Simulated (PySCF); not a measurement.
Compound: C3H13ClGe2Si.
Cartesian coordinates in Å at the PBE0-D3(BJ)/def2-SVP level; atoms count from 1:
```
atom  x, y, z in Å
Si1   -0.6788   -0.9110   -1.7639
C2     0.8559    0.1126   -2.1220
Ge3    1.6607    0.9587   -0.5472
C4     2.1723   -0.4019    0.7648
Ge5    3.2860   -1.8409    0.0414
C6     4.8453   -1.0588   -0.8699
Cl7    5.8762   -2.3495   -1.5528
H8    -1.7202   -0.0658   -1.1008
H9    -0.3508   -2.0454   -0.8455
H10   -1.2576   -1.4780   -3.0212
H11    0.5997    0.9034   -2.8462
H12    1.6138   -0.5287   -2.6026
H13    2.9198    1.7451   -0.9776
H14    0.6532    1.9478    0.0763
H15    1.2595   -0.8477    1.1919
H16    2.7117    0.0848    1.5930
H17    2.5005   -2.6675   -0.9927
H18    3.7944   -2.7669    1.1616
H19    4.5369   -0.4018   -1.6955
H20    5.4567   -0.4667   -0.1745
```

Method used: PBE0-D3(BJ)/def2-SVP geometry optimisation, gas phase (PySCF).

Masses are those of the commonest isotopes; rigid-rotor values at the optimised geometry. The values belong to one conformer with, in the numbering `[SiH3:1][CH2:2][GeH2:3][CH2:4][GeH2:5][CH2:6][Cl:7]`, Si1–C2–Ge3–C4 59°, C2–Ge3–C4–Ge5 52°, Ge3–C4–Ge5–C6 53°, C4–Ge5–C6–Cl7 180°.

(1) Give the principal moments of inertia and the rotational constants in GHz.

(2) What kind of rotor is it?

(3) What does the inertial defect say?

(4) Give the other two planar moments, Paa and Pbb, and the rms extents of the mass along the axes.

(5) Which lines would a microwave search look for?

(6) Estimate the classical rotational partition function at 25 K, 200 K and 298.15 K.

Answers

(1) Ia = 409.42, Ib = 1307.16, Ic = 1390.24 u·Å²; 505379 MHz·u·Å²/I gives 1234, 386.6 and 363.5 MHz, that is A = 1.2344, B = 0.3866, C = 0.3635 GHz.

(2) A near-prolate asymmetric top: κ = (2 × 386.6 − 1234 − 363.5)/(1234 − 363.5) = -0.95.

(3) Not planar: Δ = Ic − Ia − Ib = -326.34 u·Å². For a rigid frame Δ = −2 Σ m c², so Σ m c² = 163.17 u·Å² lies off the ab plane: 24.74 from hydrogen and 138.43 from heavier atoms. The atom farthest from that plane is 2.07 Å away.

(4) Paa = Σ m a² = (Ib + Ic − Ia)/2 = 1143.99 and Pbb = Σ m b² = (Ia + Ic − Ib)/2 = 246.25 u·Å². With the mass M = 259.89 u, the rms extents √(P/M) along a, b and c are 2.10, 0.97, 0.79 Å.

(5) The dipole components are |μa| = 1.36 D, |μb| = 1.24 D, |μc| = 0.25 D. The squared components, which scale the intensities, stand as 1.00 : 0.84 : 0.03 (a : b : c). Some lines, for components of 0.1 D or more:

```json
{"type": "b", "branch": "R", "J(Ka,Kc)": "2(0,2) ← 1(1,1)", "MHz": "652", "lower level (cm⁻¹)": "0.053"}
{"type": "a", "branch": "R", "J(Ka,Kc)": "1(0,1) ← 0(0,0)", "MHz": "750", "lower level (cm⁻¹)": "0.000"}
{"type": "c", "branch": "Q", "J(Ka,Kc)": "2(1,2) ← 2(0,2)", "MHz": "825", "lower level (cm⁻¹)": "0.075"}
{"type": "c", "branch": "Q", "J(Ka,Kc)": "1(1,1) ← 1(0,1)", "MHz": "848", "lower level (cm⁻¹)": "0.025"}
{"type": "b", "branch": "Q", "J(Ka,Kc)": "1(1,0) ← 1(0,1)", "MHz": "871", "lower level (cm⁻¹)": "0.025"}
{"type": "b", "branch": "Q", "J(Ka,Kc)": "2(1,1) ← 2(0,2)", "MHz": "894", "lower level (cm⁻¹)": "0.075"}
{"type": "a", "branch": "R", "J(Ka,Kc)": "2(1,2) ← 1(1,1)", "MHz": "1477", "lower level (cm⁻¹)": "0.053"}
{"type": "a", "branch": "R", "J(Ka,Kc)": "2(0,2) ← 1(0,1)", "MHz": "1500", "lower level (cm⁻¹)": "0.025"}
{"type": "a", "branch": "R", "J(Ka,Kc)": "2(1,1) ← 1(1,0)", "MHz": "1523", "lower level (cm⁻¹)": "0.054"}
{"type": "b", "branch": "R", "J(Ka,Kc)": "1(1,1) ← 0(0,0)", "MHz": "1598", "lower level (cm⁻¹)": "0.000"}
{"type": "c", "branch": "R", "J(Ka,Kc)": "1(1,0) ← 0(0,0)", "MHz": "1621", "lower level (cm⁻¹)": "0.000"}
{"type": "b", "branch": "R", "J(Ka,Kc)": "2(1,2) ← 1(0,1)", "MHz": "2325", "lower level (cm⁻¹)": "0.025"}
{"type": "c", "branch": "R", "J(Ka,Kc)": "2(1,1) ← 1(0,1)", "MHz": "2394", "lower level (cm⁻¹)": "0.025"}
{"type": "c", "branch": "Q", "J(Ka,Kc)": "2(2,1) ← 2(1,1)", "MHz": "2543", "lower level (cm⁻¹)": "0.105"}
{"type": "b", "branch": "Q", "J(Ka,Kc)": "2(2,0) ← 2(1,1)", "MHz": "2544", "lower level (cm⁻¹)": "0.105"}
{"type": "b", "branch": "Q", "J(Ka,Kc)": "2(2,1) ← 2(1,2)", "MHz": "2613", "lower level (cm⁻¹)": "0.103"}
{"type": "b", "branch": "R", "J(Ka,Kc)": "2(2,1) ← 1(1,0)", "MHz": "4067", "lower level (cm⁻¹)": "0.054"}
{"type": "c", "branch": "R", "J(Ka,Kc)": "2(2,0) ← 1(1,0)", "MHz": "4067", "lower level (cm⁻¹)": "0.054"}
{"type": "c", "branch": "R", "J(Ka,Kc)": "2(2,1) ← 1(1,1)", "MHz": "4090", "lower level (cm⁻¹)": "0.053"}
{"type": "b", "branch": "R", "J(Ka,Kc)": "2(2,0) ← 1(1,1)", "MHz": "4090", "lower level (cm⁻¹)": "0.053"}
```

(6) Point group C1, symmetry number σ = 1; q = (√π/σ)·√((kT/h)³/(ABC)), k/h = 20836.6 MHz/K: 50600 at 25 K, 1140000 at 200 K, 2080000 at 298.15 K.

No PBE0-D3(BJ)/def2-SVP frequencies stand behind this structure, so it isn't proved a minimum. Zero-point vibration and centrifugal distortion are left out. A rigid rotor knows nothing of internal rotation, which can split or shift real lines. Quadrupole hyperfine structure (35Cl) is left out.

The run took 2.7 min wall on an Arm Neoverse V1 with one thread, on a shared host, and the process peaked at 0.98 GiB of memory. These figures are those of the optimisation.
